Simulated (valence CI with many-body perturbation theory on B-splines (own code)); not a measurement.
**E1 line list for Sb36+**

Level of theory: configuration interaction combined with many-body perturbation theory (CI+MBPT): five valence electrons over a frozen Dirac-Fock core [Ne], radial functions for each j: 11 s, 11 p, 10 d, 8 f, 5 g, 2 h, with the one-electron correlation potential Σ1 (screened to all orders), the two-electron term Σ2, the three-electron term Σ3, Breit, model QED; selected single and double excitations, second order for the rest, scaled by the run's own slope (own B-spline code, finite nucleus).

The last digits are not significant, and no measured levels were compared; by estimate large intervals hold to a few tenths of a per cent, small ones and those within an open d or f shell to about a per cent. Among the levels kept, up to 4300 cm⁻¹ of a level comes from second order outside the variational space, and about a tenth of that is noise between levels of different J, which matters for small intervals.

Lines 101 to 150 of 566 in falling wavelength, among levels below 3843.0 × 10³ cm⁻¹, chosen from the strongest by gf and those to the six lowest levels. Wavelengths and rates use the calculated energies. Electric multipoles are in the length gauge, E1 and E2 with the static RPA response of the core. Weak lines are less certain than strong ones. Lines between different terms over intervals too small for the method are left out, as are lines whose strength nearly cancels. Where a level lies close to another of its J and parity, the split of strength between their lines is uncertain. The highest levels of a list are the least certain.

Levels are named by their leading jj configuration (3d3/2^4 stands for four electrons in 3d with j = 3/2), which in mixed levels can hold well under half, so a name can repeat and another be missing. Letters in brackets count levels of one name in rising energy.

```tsv
λ vac (Å)	Upper	Lower	A (s⁻¹)	S (a.u.) with core polarisation	S without
75.18	(3s 3p1/2 3p3/2^2 3d5/2) J=3/2 [e]	(3s 3p1/2 3p3/2^3) J=3/2 [c]	5.41e+10	4.54e-02	4.63e-02
75.17	(3s 3p1/2^2 3d3/2 3d5/2) J=5/2 [a]	(3s 3p1/2^2 3p3/2 3d3/2) J=3/2 [a]	2.46e+10	3.09e-02	3.15e-02
75.13	(3s 3p1/2 3p3/2^2 3d3/2) J=7/2 [b]	(3s^2 3p1/2 3p3/2 3d3/2) J=7/2	1.03e+10	1.73e-02	1.76e-02
74.99	(3s 3p1/2 3p3/2^2 3d3/2) J=5/2 [e]	(3s^2 3p1/2 3p3/2 3d3/2) J=3/2 [b]	2.95e+10	3.68e-02	3.75e-02
74.97	(3s 3p1/2 3p3/2^2 3d5/2) J=7/2 [c]	(3s^2 3p1/2 3p3/2 3d3/2) J=5/2 [b]	2.86e+10	4.75e-02	4.85e-02
74.94	(3s 3p1/2 3p3/2^2 3d5/2) J=7/2 [d]	(3s^2 3p1/2 3p3/2 3d5/2) J=5/2 [b]	6.53e+10	1.09e-01	1.11e-01
74.90	(3s 3p1/2 3p3/2^2 3d3/2) J=3/2 [f]	(3s^2 3p1/2 3p3/2 3d3/2) J=1/2 [b]	4.36e+10	3.62e-02	3.69e-02
74.88	(3s^2 3p1/2^2 3d5/2) J=5/2	(3s^2 3p1/2^2 3p3/2) J=3/2	6.03e+10	7.50e-02	7.64e-02
74.86	(3p1/2^2 3p3/2^2 3d5/2) J=7/2	(3s 3p1/2^2 3p3/2 3d5/2) J=5/2 [a]	2.25e+10	3.73e-02	3.80e-02
74.74	(3s 3p1/2 3p3/2^2 3d5/2) J=7/2 [d]	(3s^2 3p1/2 3p3/2 3d5/2) J=7/2 [b]	1.89e+10	3.12e-02	3.18e-02
74.67	(3s 3p1/2 3p3/2^2 3d5/2) J=3/2 [d]	(3s^2 3p1/2 3p3/2 3d5/2) J=5/2 [c]	2.55e+10	2.10e-02	2.14e-02
74.64	(3s 3p1/2 3p3/2^2 3d3/2) J=1/2 [d]	(3s^2 3p1/2 3p3/2 3d5/2) J=1/2 [a]	4.71e+10	1.93e-02	1.97e-02
74.62	(3s 3p1/2 3p3/2^2 3d5/2) J=9/2 [c]	(3s^2 3p1/2 3p3/2 3d5/2) J=7/2 [b]	1.34e+11	2.74e-01	2.79e-01
74.61	(3s 3p1/2 3p3/2^2 3d3/2) J=1/2 [c]	(3s^2 3p1/2 3p3/2 3d3/2) J=3/2 [b]	5.71e+10	2.34e-02	2.39e-02
74.50	(3s 3p1/2^2 3p3/2 3d5/2) J=3/2 [a]	(3s 3p1/2^2 3p3/2^2) J=5/2	1.99e+10	1.62e-02	1.65e-02
74.32	(3s 3p3/2^3 3d3/2) J=5/2	(3s^2 3p3/2^2 3d5/2) J=3/2	5.52e+10	6.71e-02	6.84e-02
74.27	(3s 3p1/2 3p3/2^2 3d5/2) J=7/2 [f]	(3s^2 3p1/2 3p3/2 3d5/2) J=5/2 [c]	1.66e+11	2.69e-01	2.74e-01
74.26	(3s 3p1/2 3p3/2^2 3d3/2) J=5/2 [b]	(3s^2 3p1/2 3p3/2 3d3/2) J=3/2 [a]	1.76e+10	2.13e-02	2.17e-02
74.18	(3s^2 3p1/2 3p3/2 3d5/2) J=3/2	(3s^2 3p1/2 3p3/2^2) J=1/2	3.81e+10	3.07e-02	3.13e-02
74.16	(3s 3p3/2^3 3d5/2) J=7/2 [b]	(3s^2 3p3/2^2 3d5/2) J=5/2 [a]	1.44e+10	2.32e-02	2.37e-02
74.13	(3s 3p1/2 3p3/2^2 3d3/2) J=5/2 [b]	(3s^2 3p1/2 3p3/2 3d3/2) J=5/2 [a]	1.89e+10	2.28e-02	2.32e-02
74.06	(3s 3p1/2 3p3/2^2 3d3/2) J=5/2 [f]	(3s^2 3p1/2 3p3/2 3d5/2) J=5/2 [b]	7.74e+10	9.31e-02	9.49e-02
74.06	(3s^2 3p1/2 3p3/2 3d3/2) J=1/2 [b]	(3s^2 3p1/2 3p3/2^2) J=3/2	1.48e+10	5.92e-03	6.05e-03
73.98	(3s^2 3p3/2 3d3/2 3d5/2) J=7/2 [d]	(3s^2 3p3/2^2 3d3/2) J=7/2	5.42e+10	8.67e-02	8.84e-02
73.97	(3s^2 3p3/2 3d3/2 3d5/2) J=5/2 [d]	(3s^2 3p3/2^2 3d3/2) J=3/2 [b]	3.25e+10	3.89e-02	3.97e-02
73.89	(3s 3p1/2^2 3d3/2 3d5/2) J=3/2 [a]	(3s 3p1/2^2 3p3/2 3d3/2) J=1/2 [a]	2.38e+10	1.90e-02	1.93e-02
73.86	(3s 3p1/2 3p3/2^2 3d3/2) J=5/2 [a]	(3s 3p1/2^2 3p3/2^2) J=3/2	3.37e+10	4.02e-02	4.10e-02
73.85	(3s 3p1/2 3p3/2^2 3d3/2) J=3/2 [b]	(3s^2 3p1/2 3p3/2 3d3/2) J=3/2 [a]	3.20e+10	2.54e-02	2.59e-02
73.81	(3s 3p1/2^2 3p3/2 3d5/2) J=3/2 [b]	(3s 3p1/2^2 3p3/2^2) J=1/2	3.91e+10	3.11e-02	3.16e-02
73.73	(3s 3p1/2 3p3/2^2 3d3/2) J=3/2 [b]	(3s^2 3p1/2 3p3/2 3d3/2) J=5/2 [a]	3.38e+10	2.67e-02	2.73e-02
73.66	(3s 3p1/2^2 3p3/2 3d5/2) J=5/2 [b]	(3s^2 3p1/2^2 3d5/2) J=5/2	3.49e+10	4.13e-02	4.22e-02
73.63	(3s^2 3p3/2 3d5/2^2) J=5/2 [b]	(3s^2 3p3/2^2 3d5/2) J=5/2 [b]	4.05e+10	4.79e-02	4.88e-02
73.62	(3s 3p1/2 3p3/2^2 3d3/2) J=3/2 [f]	(3s^2 3p1/2 3p3/2 3d3/2) J=5/2 [b]	1.75e+10	1.38e-02	1.40e-02
73.61	(3s 3p1/2 3p3/2^2 3d5/2) J=3/2 [f]	(3s^2 3p1/2 3p3/2 3d5/2) J=1/2 [b]	2.16e+11	1.70e-01	1.73e-01
73.55	(3s^2 3p3/2 3d3/2 3d5/2) J=5/2 [c]	(3s^2 3p3/2^2 3d3/2) J=7/2	3.60e+10	4.24e-02	4.33e-02
73.49	(3s^2 3p1/2 3p3/2 3d5/2) J=7/2 [b]	(3s^2 3p1/2 3p3/2^2) J=5/2	8.24e+10	1.29e-01	1.31e-01
73.48	(3s^2 3p1/2 3d3/2 3d5/2) J=7/2	(3s^2 3p1/2 3p3/2 3d3/2) J=5/2 [a]	6.39e+10	1.00e-01	1.02e-01
73.32	(3s 3p1/2^2 3p3/2^2) J=1/2	(3s^2 3p1/2^2 3p3/2) J=3/2	4.87e+10	1.90e-02	1.94e-02
73.30	(3s^2 3p1/2 3p3/2 3d5/2) J=5/2 [b]	(3s^2 3p1/2 3p3/2^2) J=5/2	3.11e+10	3.63e-02	3.70e-02
73.29	(3s^2 3p1/2 3d5/2^2) J=1/2	(3s 3p1/2 3p3/2^3) J=3/2 [c]	6.45e+10	2.51e-02	2.56e-02
73.22	(3s^2 3p1/2 3p3/2 3d3/2) J=3/2 [b]	(3s^2 3p1/2 3p3/2^2) J=3/2	9.20e+09	7.13e-03	7.28e-03
73.18	(3s 3p1/2 3p3/2^2 3d5/2) J=5/2 [f]	(3s^2 3p1/2 3p3/2 3d5/2) J=5/2 [c]	1.70e+11	1.98e-01	2.02e-01
73.17	(3s^2 3p3/2 3d3/2 3d5/2) J=11/2	(3s^2 3p3/2^2 3d5/2) J=9/2	7.22e+10	1.67e-01	1.71e-01
73.13	(3s 3p1/2^2 3d3/2 3d5/2) J=9/2	(3s 3p1/2^2 3p3/2 3d3/2) J=7/2	6.29e+10	1.21e-01	1.24e-01
73.11	(3s 3p1/2 3p3/2^2 3d5/2) J=5/2 [g]	(3s 3p1/2 3p3/2^3) J=3/2 [c]	1.63e+11	1.89e-01	1.92e-01
73.01	(3s 3p1/2 3p3/2^2 3d5/2) J=7/2 [e]	(3s^2 3p1/2 3p3/2 3d5/2) J=5/2 [b]	6.03e+10	9.27e-02	9.45e-02
72.94	(3s 3p1/2^2 3d3/2 3d5/2) J=3/2 [c]	(3s 3p1/2^2 3p3/2 3d3/2) J=3/2 [b]	4.32e+10	3.31e-02	3.37e-02
72.88	(3s^2 3p1/2 3d3/2 3d5/2) J=5/2	(3s^2 3p1/2 3p3/2 3d3/2) J=3/2 [a]	3.68e+10	4.22e-02	4.30e-02
72.87	(3s 3p1/2 3p3/2^2 3d3/2) J=5/2 [e]	(3s^2 3p1/2 3p3/2 3d3/2) J=5/2 [b]	1.65e+10	1.89e-02	1.93e-02
72.85	(3s^2 3p3/2 3d5/2^2) J=1/2	(3s^2 3p3/2^2 3d3/2) J=1/2	5.36e+10	2.05e-02	2.09e-02
```
